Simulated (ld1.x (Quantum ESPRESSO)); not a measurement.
gold, RRKJ: configuration errors across variants

gold (Au), norm-conserving RRKJ (Kleinman–Bylander form), made with ld1.x (Quantum ESPRESSO) 7.5 (PBE, scalar-relativistic). Core [Kr] 4d10 4f14, reference 5s2 5p6 5d10 6s1 6p0. Waves: 5s (bound): rc 1.10 bohr; 5p (bound): rc 1.75 bohr; 5d (bound): rc 1.70 bohr. Local part: all-electron potential smoothed inside 1.35 bohr (lloc = -1). Core correction: none. rho0 = 0.02.

Occupied shells without a wave of their own: 6s. They enter only through the test configuration that unscreens the potential.

All-electron excitation energies from the reference (eV): (1) 5s2 5p6 5d10 6s0 6p0 9.409; (2) 5s2 5p6 5d9 6s0 6p0 30.617; (3) 5s2 5p6 5d8 6s0 6p0 64.494; (4) 5s2 5p6 5d9 6s2 6p0 1.693; (5) 5s2 5p6 5d9 6s1 6p0 12.124; (6) 5s2 5p6 5d10 6s0 6p1 5.248; (7) 5s2 5p5 5d10 6s1 6p0 66.105.

On the changes marked as counting shells twice: ld1.x takes every shell without a wave as core, so the model core holds the marked electrons as well and exchange and correlation see them twice. This cancels in the reference configuration, but the file is broken for other ones, and its errors say nothing about a proper core correction.

6 further variants failed, have other tests or another functional or relativity, and are left out.

Errors AE − PS in meV (a dash: test not solved or not reliable):

```csv
change,(1),(2),(3),(4),(5),(6),(7),bound ghosts
base,+85,+117,+155,-77,+2.8,+159,-154,none
core correction a·sin(br)/r model core inside 1.06 bohr (6s counted twice),+32,-30,-117,-82,-23,+137,-186,none
local potential the s channel,-330,-458,-608,+305,-7.0,-226,-163,none
wave 5p (bound): rc 1.75 bohr becomes 5p (bound): rc 1.22 bohr,+85,+117,+153,-77,+2.8,+78,-83,none
wave 5d (bound): rc 1.70 bohr becomes 5d (bound): rc 2.18 bohr,+86,+109,+144,-69,+3.6,+159,-243,none
wave 5d (bound): rc 1.70 bohr becomes 5d (bound): rc 1.54 bohr,+85,+117,+155,-78,+2.7,+159,-156,none
```

(1) Give the same row for: wave 5s (bound): rc 1.10 bohr becomes 5s (bound): rc 0.84 bohr.

## Answers

(1) +76, +105, +139, -69, +2.6, +151, -154; bound ghosts: none.
